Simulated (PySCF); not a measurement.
# Chlorine: a sound run and one with changed settings

Sound run: Cl²⁺ [Ne] 3s2 3p3, Cl³⁺ [Ne] 3s2 3p2. Calculation: PySCF 2.14, in def2-SVP (4s3p1d, 18 functions); the non-relativistic Hamiltonian (point nucleus). In the sound run the correlated levels freeze [Ne]. The sound run starts from symmetry-adapted Hartree-Fock orbitals and uses a fine grid where one is needed.

Changed run: a valence shell is frozen. This setting is unsound on purpose.

| species | method | sound run (hartree) | changed run (hartree) | converged |
| --- | --- | --- | --- | --- |
| Cl²⁺ | MP2 | -458.12338 | -458.06851 | yes |
| Cl²⁺ | CCSD(T) | -458.14333 | -458.07405 | yes |
| Cl³⁺ | MP2 | -456.67711 | -456.62623 | yes |
| Cl³⁺ | CCSD(T) | -456.70034 | -456.62855 | yes |

Ionisation energy of Cl²⁺:

```
 method  sound run (eV)  changed run (eV)
    UHF          38.927            38.927
    MP2          39.355            39.247
SCS-MP2          39.191            39.034
   CCSD          39.265            39.334
CCSD(T)          39.266            39.334
```

Freezing a valence shell removes pair correlation that changes on ionisation.

For comparison, NIST gives 39.8 ± 0.11 eV between the lowest levels.
